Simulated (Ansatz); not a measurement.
Frontier orbitals of `[OH][Al]([F])[ZnH]`.

```xyz
6

O     0.266   -1.384    1.126
Al   -0.369    0.021    0.425
F    -1.641    0.758    1.195
Zn    0.595    0.914   -1.678
H    -0.056   -1.782    1.934
H     1.205    1.473   -3.002
```

Total charge 0; spin multiplicity 1. For Zn the d shell is correlated and the shells below it are frozen. Scalar relativity is left out up to krypton. The structure was optimised at the PBE0-D4/def2-TZVP level. It is one conformer, not always the lowest. Basis def2-TZVPP, Ansatz.

Orbital energies of one run (eV). Highest occupied ones, from the top: -6.30, -7.65, -7.93, -8.42, -9.31, -9.32, -10.54, -11.79, -11.80, -11.88, -11.88, -12.12, -12.49, -24.22. Empty: -2.53, -1.99, -1.05, 0.07, 0.54, 1.21.

(1) Which functional gave them?
A. r2SCANh
B. PBE
C. LC-ωPBE
D. HSE06 (plane-wave form)

## Answers

(1) B. HOMO energies: PBE -6.30, r2SCANh -6.89, HSE06 -6.93, LC-ωPBE -9.87 eV.

LC-ωPBE has ω = 0.4 bohr⁻¹.
